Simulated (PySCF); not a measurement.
Simulated P 2p region for `C1[PH](=[Se])C1`, binding energy against the vacuum level.

Every computed line was given a Gaussian of 0.4 eV full width at half maximum and an area set by the number of equivalent atoms (split 2:1 within a doublet); the highest printed point is 100. Computed with delta-SCF UKS SCAN, pcX-2 on the ionised atom, pcseg-1 elsewhere, spin-free X2C (PySCF).

(binding energy (eV), intensity): (137.4, 1), (137.5, 6), (137.6, 21), (137.7, 49), (137.8, 83), (137.9, 100), (138.0, 85), (138.1, 51), (138.2, 22), (138.3, 7), (138.4, 5), (138.5, 12), (138.6, 27), (138.7, 43), (138.8, 50), (138.9, 41), (139.0, 23), (139.1, 9), (139.2, 3), (139.3, 1)

Task: Count the maxima, the lines and the sites behind this envelope.

Result: The curve has 2 maxima (at 137.9 and 138.8 eV). Under it lie 2 lines from 1 inequivalent phosphorus site, drawn as a 2p3/2, 2p1/2 pair.

Task: Decompose the envelope and assign each component. Numbering: `[Se:1]=[PH:2]1[CH2:3][CH2:4]1`.

Result: 
```
position (eV)  relative area     line  atoms                         environment
       137.90           0.67  P 2p3/2     P2  phosphorus bonded to 2 C, Se and H
       138.79           0.33  P 2p1/2     P2  phosphorus bonded to 2 C, Se and H
```

Shake-up satellites, vibrational structure and lifetime widths aren't simulated. The 2p values add to the ΔSCF energy of one spin-free hole a correction within the shell (spin–orbit coupling, ligand field). 2p1/2 minus 2p3/2 (ligand field included): P 0.89 eV. Geometry: PBE0-D3(BJ)/def2-SVP; no solvent, vibrations or thermal averaging.
